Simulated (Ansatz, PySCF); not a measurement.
The Ansatz (an electronic-structure program) input:
Ansatz 0.2 input:
```yaml
crystal:
  periodic: [false, false, false]
  atoms:
    - {symbol: In, position_ang: [-0.00000000, -0.00000000, -1.55479354]}
    - {symbol: I, position_ang: [0.00000000, 0.00000000, 1.43745064]}
basis:
  gaussian:
    orbitals: def2-SVPD
hamiltonian:
  xc: {name: BHLYP}
total_charge: -1
magnetization: {spin_polarized: true, initial_magnetization: 1}
accuracy: high
```

Question: Write the same job for PySCF.

Answer: This is not unique; one that fits is 
```python
from pyscf import gto, scf, dft

mol = gto.Mole()
mol.atom = '''
    In   -0.000000   -0.000000   -1.554794
    I     0.000000    0.000000    1.437451
'''
mol.basis = 'def2-svpd'
mol.ecp = {'I': 'def2-svpd', 'In': 'def2-svpd'}
mol.charge = -1
mol.spin = 1
mol.verbose = 4
mol.build()

mf = dft.UKS(mol)
mf.xc = 'bhandhlyp'
mf.grids.atom_grid = (99, 590)
mf.grids.prune = None
mf.kernel()
```

Both were run: Ansatz gave -487.812435 Eh and PySCF -487.812434 Eh, 0.002 mEh apart.
